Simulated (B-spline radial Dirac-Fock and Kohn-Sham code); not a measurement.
Core and valence levels of Lu

System: neutral lutetium, configuration [Xe] 4f14 5d2 6s1 (an excited configuration); nuclear rms radius 5.37 fm (A = 175).

Method: Dirac-Fock (average of configuration) total-energy differences with a finite nucleus, the Breit interaction including its frequency dependence, and self-energy and vacuum-polarisation corrections. Computed with a B-spline atomic structure program. No correlation. Energies are counted from the vacuum level. Subshells whose hole state is unreliable or did not converge are left out.

All terms are in eV, carry their sign (relaxation lowers the binding energy) and add up to the binding energy; ⟨r⟩ is the mean radius of the orbital in the initial state.

```tsv
subshell	−ε (Koopmans)	relaxation	Gaunt	retardation	self-energy	vacuum polarisation	binding energy	⟨r⟩ (bohr)
K (1s)	63708.1	-89.04	-219.50	19.73	-127.45	23.11	63314.9	0.019
L1 (2s)	10973.8	-54.61	-23.52	1.63	-17.98	3.05	10882.4	0.081
L2 (2p1/2)	10449.8	-58.89	-40.68	4.40	0.09	0.10	10354.8	0.067
L3 (2p3/2)	9329.7	-56.16	-28.20	5.86	-1.23	-0.12	9249.9	0.075
M1 (3s)	2543.5	-32.53	-4.14	0.25	-4.09	0.67	2503.7	0.212
M2 (3p1/2)	2312.5	-33.44	-7.41	0.71	-0.06	0.02	2272.3	0.202
M3 (3p3/2)	2069.6	-32.01	-4.87	1.08	-0.31	-0.03	2033.4	0.216
M4 (3d3/2)	1682.9	-34.51	-3.11	0.27	0.29	-0.03	1645.8	0.190
M5 (3d5/2)	1630.4	-33.98	-2.06	0.29	0.15	-0.03	1594.8	0.194
N1 (4s)	534.7	-15.13	-0.84	0.06	-0.97	0.16	517.9	0.479
N2 (4p1/2)	439.4	-14.83	-1.51	0.15	-0.01	0.00	423.2	0.487
N3 (4p3/2)	383.6	-13.74	-0.90	0.23	-0.06	-0.01	369.2	0.517
N4 (4d3/2)	226.8	-13.10	-0.40	0.04	0.06	-0.01	213.4	0.542
N5 (4d5/2)	216.4	-12.71	-0.19	0.04	0.04	-0.01	203.6	0.554
N6 (4f5/2)	22.03	-10.39	0.11	-0.03	0.04	0.00	11.75	0.695
N7 (4f7/2)	20.27	-10.14	0.18	-0.03	0.03	0.00	10.30	0.709
O2 (5p1/2)	43.10	-3.75	-0.16	0.01	0.01	0.00	39.21	1.338
O3 (5p3/2)	35.84	-3.32	-0.08	0.02	0.00	0.00	32.47	1.449
O4,5 (5d)	3.91	-0.81	0.01	0.00	0.01	0.00	3.11	3.137
P1 (6s)	6.02	-0.37	-0.01	0.00	-0.01	0.00	5.63	3.987
```

For the deepest level, K (1s), the Breit terms make up -0.316 % of the binding energy, QED -0.165 % and orbital relaxation -0.141 %.
